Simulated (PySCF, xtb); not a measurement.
Si(CF3)(Cl)2(H) (CHCl2F3Si), SMILES FC(F)(F)[SiH](Cl)Cl.

Harmonic wavenumbers (cm⁻¹) from GFN2-xTB (xtb 6.7.1) at its own minimum, in rising order: 21, 87, 114, 140, 234, 250, 376, 463, 464, 508, 579, 601, 652, 671, 1027, 1034, 1128, 2334.

**Question.** What does ωB97X-D3(BJ)/def2-SVP (PySCF) give at its own minimum? (Estimate from the structure and the level; the computed values follow.)

**Answer.** 41, 99, 129, 175, 264, 283, 425, 533, 534, 568, 638, 758, 805, 827, 1195, 1209, 1278, 2348. Paired by order, the mean absolute difference is 79 cm⁻¹ and the zero-point energies are 15.3 and 17.3 kcal/mol.
